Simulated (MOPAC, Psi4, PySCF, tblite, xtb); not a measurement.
Dimer CH2O ··· O2S (SMILES C=O and O=S=O) at R = 2.63 Å between the centres of mass, closest contact 2.26 Å (a higher rigid-body minimum at GFN2-xTB). Geometry in Å and degrees:

```
O
C 1 1.1988
H 2 1.1075 1 122.04
H 2 1.1075 3 115.90 1 -180.00
O 4 2.2603 2 108.52 3 140.42
S 5 1.4386 4 93.34 2 43.64
O 6 1.4386 5 118.87 4 -121.55
```

- GFN2-xTB (tblite)
- SAPT0/jun-cc-pVDZ, frozen core (Psi4)
- BLYP/def2-TZVP, counterpoise-corrected (Psi4)
- BLYP-D3(BJ)/def2-TZVP, counterpoise-corrected (Psi4)
- PBE/def2-TZVP, counterpoise-corrected (Psi4)
- PBE-D3(BJ)/def2-TZVP, counterpoise-corrected (Psi4)
- HF/aug-cc-pVDZ, counterpoise-corrected (Psi4)
- MP2/aug-cc-pVDZ = DF-MP2/aug-cc-pVDZ, frozen core, counterpoise-corrected (Psi4 1.11)
- SCS-MP2/aug-cc-pVDZ = DF-SCS-MP2/aug-cc-pVDZ, frozen core, counterpoise-corrected in Psi4 1.11
- PM7, restricted, heats of formation (MOPAC)
- AM1, restricted, heats of formation (MOPAC)
- GFN1-xTB (xtb)
- RKS-B3LYP/6-31G* = restricted B3LYP/6-31G*, spherical d, no counterpoise correction run with PySCF
- RMP2/3-21G = restricted MP2 (frozen core)/3-21G, no counterpoise correction (PySCF)
- RKS-B3LYP/3-21G = restricted B3LYP/3-21G, no counterpoise correction run with PySCF
- RKS-M06-2X/6-31G* = restricted M06-2X/6-31G*, spherical d, no counterpoise correction (PySCF)

Question: What interaction energy does each level give?

Answer: 
```json
[
 {"method": "GFN1-xTB", "E_int / kcal/mol": "-11.47"},
 {"method": "GFN2-xTB", "E_int / kcal/mol": "-9.15"},
 {"method": "RKS-B3LYP/3-21G", "E_int / kcal/mol": "-3.45"},
 {"method": "RKS-M06-2X/6-31G*", "E_int / kcal/mol": "-2.66"},
 {"method": "AM1", "E_int / kcal/mol": "-2.04"},
 {"method": "PBE-D3(BJ)/def2-TZVP", "E_int / kcal/mol": "-1.52"},
 {"method": "SAPT0/jun-cc-pVDZ", "E_int / kcal/mol": "-1.22"},
 {"method": "BLYP-D3(BJ)/def2-TZVP", "E_int / kcal/mol": "0.05"},
 {"method": "PBE/def2-TZVP", "E_int / kcal/mol": "0.08"},
 {"method": "RKS-B3LYP/6-31G*", "E_int / kcal/mol": "0.12"},
 {"method": "PM7", "E_int / kcal/mol": "1.82"},
 {"method": "RMP2/3-21G", "E_int / kcal/mol": "2.88"},
 {"method": "BLYP/def2-TZVP", "E_int / kcal/mol": "3.48"},
 {"method": "MP2/aug-cc-pVDZ", "E_int / kcal/mol": "3.52"},
 {"method": "HF/aug-cc-pVDZ", "E_int / kcal/mol": "4.63"},
 {"method": "SCS-MP2/aug-cc-pVDZ", "E_int / kcal/mol": "5.09"}
]
```
